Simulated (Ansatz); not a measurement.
A geometry relaxed with Ansatz (a quantum-chemistry and plane-wave program) with B3LYP-D3(BJ)/def2-TZVP, charge 0, multiplicity 1:

```xyz
10

H     -1.7863     0.8256     1.2308
C      1.5710     0.1334    -0.4691
H     -1.3730    -1.5492     1.1077
Si    -1.0562    -0.2407     0.4966
O     -1.5712    -0.3471    -1.0714
H      1.2010     0.3322     1.5676
C      0.7667     0.1177     0.5922
H     -1.5822     0.4571    -1.5959
H      2.6313     0.3497    -0.3925
H      1.1988    -0.0787    -1.4661
```

**Question.** Write the SMILES of this molecule.

**Answer.** `C=C[SiH2]O`
